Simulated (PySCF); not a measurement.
Vertical excitations of a molecule C3H6O2Si from TDDFT-PBE/def2-SVPD (PySCF 2.14.0), as energy in eV (oscillator strength): 4.42 (0.002), 4.89 (0.158), 5.95 (0.000), 6.15 (0.002), 6.16 (0.004), 6.43 (0.009), 6.50 (0.005), 6.50 (0.073), 6.71 (0.030), 6.80 (0.002). Lowest triplet (TDA): 3.84 eV. The structure is a stationary point at PBE0-D3(BJ)/def2-SVP. One conformer was computed; it need not be the lowest.

**Question.** Which structure fits?
A) C=COC(=O)[SiH3]
B) C=CC(=O)O[SiH3]
C) [SiH3]C1OC=CO1
D) CC1=CO[Si@H]1O

**Answer.** A, C=COC(=O)[SiH3]
